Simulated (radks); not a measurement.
Question: Hf I, configuration [Xe] 4f14 5d2 6s2. All-electron calculation, Dirac Kohn-Sham, PBE, spin-unpolarised, spherical densities, finite nucleus; open shells fill j = l - 1/2 first; Fermi nuclear charge, rms radius 5.347 fm. Program: a radial shooting solver on a logarithmic mesh with Libxc functionals. Some entries of the table are withheld. Estimate them.

orbital  occ.  eigenvalue (eV)  <r^2> (bohr^2)
1s1/2       2        -65177.98       0.0004952
2s1/2       2        -11139.78        0.007584
2p1/2       2        -10641.26        0.005433
2p3/2       4        -9449.458        0.006639
3s1/2       2              (1)         0.04968
3p1/2       2        -2316.413         0.04570
3p3/2       4        -2061.009         0.05237
3d3/2       4        -1685.435         0.04080
3d5/2       6        -1629.729         0.04263
4s1/2       2        -511.0214          0.2477
4p1/2       2              (2)             (3)
4p3/2       4              (4)             (5)
4d3/2       4        -212.3496          0.3244
4d5/2       6        -201.6465          0.3385
5s1/2       2         -66.5599           1.454
5p1/2       2         -40.8864             (6)
5p3/2       4         -33.1336             (7)
4f5/2       6         -17.4717          0.5834
4f7/2       8         -15.7282          0.6088
6s1/2       2          -5.0323           13.73
5d3/2       2          -2.8209             (8)
5d5/2       0          -2.3814             (9)

Answer: 
(1) 3s1/2 eigenvalue (eV): -2537.887
(2) 4p1/2 eigenvalue (eV): -420.2017
(3) 4p1/2 <r^2> (bohr^2): 0.2567
(4) 4p3/2 eigenvalue (eV): -361.7605
(5) 4p3/2 <r^2> (bohr^2): 0.2932
(6) 5p1/2 <r^2> (bohr^2): 1.827
(7) 5p3/2 <r^2> (bohr^2): 2.164
(8) 5d3/2 <r^2> (bohr^2): 7.629
(9) 5d5/2 <r^2> (bohr^2): 8.578
